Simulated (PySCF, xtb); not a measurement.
Sn(Cl)3(NH2) (Cl3H2NSn), SMILES [NH2][Sn]([Cl])([Cl])[Cl]. One conformer was computed; it need not be the lowest.

Harmonic wavenumbers (cm⁻¹) from GFN2-xTB run with xtb 6.7.1 at its own minimum, in rising order: 67, 89, 94, 99, 113, 115, 264, 318, 330, 458, 742, 761, 1445, 3357, 3390.

What does B3LYP-D3(BJ)/def2-SVP (PySCF) give at its own minimum? (An estimate is asked for; the answer gives what the named calculation found.)

22, 98, 115, 125, 146, 157, 354, 383, 392, 545, 666, 878, 1525, 3487, 3587. Paired by order, the mean absolute difference is 72 cm⁻¹ and the zero-point energies are 16.6 and 17.8 kcal/mol.
